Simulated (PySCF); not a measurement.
**Working out the ionisation energy of As²⁺**

As²⁺ [Ar] 3d10 4s2 4p1 (2P) → As³⁺ [Ar] 3d10 4s2 (1S). All numbers are calculated (PySCF 2.14, a scalar-relativistic core potential, in aug-cc-pwCVDZ-PP with ECP10MDF (6s5p4d1f, 48 functions)). Frozen: nothing. Energies in hartree (1 hartree = 27.21139 eV):

| part | As²⁺ (lower) | As³⁺ (upper) |
| --- | --- | --- |
| UHF | -330.191615 | -329.182410 |
| MP2 opposite-spin | -0.293824 | -0.286793 |
| MP2 same-spin | -0.140892 | -0.135206 |

**Question.** What does Hartree-Fock give?

**Answer.** (-329.182410) − (-330.191615) = 1.009205 hartree = 27.462 eV.

**Question.** What do MP2 and SCS-MP2 (6/5 opposite-spin, 1/3 same-spin) give?

**Answer.** The opposite-spin parts differ by 0.191 eV and the same-spin parts by 0.155 eV. MP2: 27.462 + (0.191) + (0.155) = 27.808 eV. SCS-MP2: 27.462 + 1.2 × (0.191) + (0.155)/3 = 27.743 eV.

Reference: 28.349 ± 0.012 eV (measured; NIST Atomic Spectra Database, ionization energies), between the lowest levels; spin-orbit coupling is absent from the calculation.

A double-zeta basis recovers only part of the correlation energy.

What remains against the reference includes basis incompleteness and correlation beyond second order.
